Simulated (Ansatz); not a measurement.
Consider the substitution at a C–B bond: `FCBI` + `[NH2][Zn][OH]` → `[NH2][Zn][O]CF` + `BI`.

Computed with Ansatz on PBE0-D4/def2-TZVP structures; ΔE is electronic, products minus reactants. CBS: MP2 limit from def2 TZ/QZ plus the TZ coupled-cluster correction, frozen cores. Functionals use def2-TZVPP. B3LYP here is the variant with VWN-RPA as its local correlation; programs differ in this. HSE06 is defined as in plane-wave codes. def2 core potentials past Kr. For I, Zn outer-core shells are correlated without core-valence functions, which leaves a few kJ/mol of doubt a bond. Scalar relativity is left out up to krypton. One conformer a species, not always the lowest.

`FCBI`:

Z-matrix (Å, degrees):
```
C
B 1 1.553
F 1 1.379 2 116.6
H 1 1.101 2 108.6 3 122.9
H 1 1.101 2 108.6 3 -122.9
I 2 2.099 1 122.4 3 0.0
H 2 1.191 1 119.6 3 -180.0
```

`[NH2][Zn][OH]`:

Cartesian coordinates in Å:
```
N 0.001 1.170 0.840
Zn 0.002 -0.153 -0.394
O 0.005 -1.268 -1.771
H 0.812 1.219 1.440
H -0.820 1.230 1.427
H 0.001 -2.198 -1.542
```

`[NH2][Zn][O]CF`:

Cartesian coordinates in Å:
```
N 1.681 1.181 -1.415
Zn 0.796 0.147 -0.218
O 0.131 -0.849 1.136
C -1.209 -0.794 1.198
F -1.685 0.098 0.189
H 2.460 0.742 -1.886
H 1.095 1.604 -2.123
H -1.693 -1.754 0.976
H -1.576 -0.374 2.144
```

`BI`:

Cartesian coordinates in Å:
```
B 0.191 -0.152 0.046
I -1.422 1.134 -0.342
H 0.738 -0.052 1.095
H 0.493 -0.931 -0.799
```

```
             level  ΔE (kJ/mol)  difference from CCSD(T)/CBS
       LDA (SPW92)         42.1                          7.8
            PBE-D4         40.1                          5.8
         revPBE-D4         38.4                          4.1
           BLYP-D4         36.4                          2.1
         r2SCAN-D4         32.8                         -1.5
            B97M-V         35.5                          1.2
           PBE0-D4         35.3                          1.0
          B3LYP-D4         33.1                         -1.2
        r2SCANh-D4         31.7                         -2.6
        r2SCAN0-D4         30.1                         -4.2
          HSE06-D4         35.3                          1.0
          BHLYP-D4         25.9                         -8.4
      CAM-B3LYP-D4         30.8                         -3.5
           ωB97X-V         27.3                         -7.0
           ωB97M-V         31.6                         -2.7
            B2PLYP         31.3                         -3.0
          PBE-QIDH         31.3                         -3.0
               PBE         39.2                          4.9
            revPBE         38.3                          4.0
              BLYP         34.8                          0.5
            r2SCAN         32.7                         -1.6
             B3LYP         31.6                         -2.7
           r2SCAN0         29.9                         -4.4
             HSE06         34.5                          0.2
             BHLYP         24.3                        -10.0
         CAM-B3LYP         29.9                         -4.4
           LC-ωPBE         34.2                         -0.1
RPA@PBE/def2-TZVPP         21.0                        -13.3
       HF/def2-SVP        -17.6                        -51.9
      MP2/def2-SVP         -0.4                        -34.7
     CCSD/def2-SVP         -5.8                        -40.1
    MP2/def2-TZVPP         35.7                          1.4
SCS-MP2/def2-TZVPP         28.9                         -5.4
   CCSD/def2-TZVPP         26.5                         -7.8
CCSD(T)/def2-TZVPP         27.2                         -7.1
     HF/def2-QZVPP          7.9                        -26.4
SCS-MP2/def2-QZVPP         33.4                         -0.9
      HF/CBS(def2)          8.0                        -26.3
     MP2/CBS(def2)         42.8                          8.5
    CCSD/CBS(def2)         33.7                         -0.6
       CCSD(T)/CBS         34.3                            0
```

Task: What do rigid-rotor, harmonic-oscillator terms from PBE0-D4/def2-TZVP frequencies (298.15 K, 1 bar) make of the CCSD(T)/CBS value? (An estimate is asked.)

Result: Computed: ΔZPE = -2.3 kJ/mol, ΔH = +32.8 kJ/mol, ΔS = 9 J/(mol·K), ΔG = +30.2 kJ/mol. Modes under 50 cm⁻¹ make the entropy rough.

Largest T1 diagnostic among the species: 0.017.

Leaving LDA and LC-ωPBE aside and taking each functional with its dispersion term where it has one, the values spread over 14.2 kJ/mol, from BHLYP-D4 to PBE-D4. From BLYP to BHLYP (50 % exact exchange), in def2-TZVPP and without D4, ΔE moves by −10.5 kJ/mol. In def2-TZVPP, CCSD(T) changes the Hartree–Fock value by +20.2 kJ/mol (the triples alone add +0.7 kJ/mol) and MP2 by +28.7 kJ/mol.
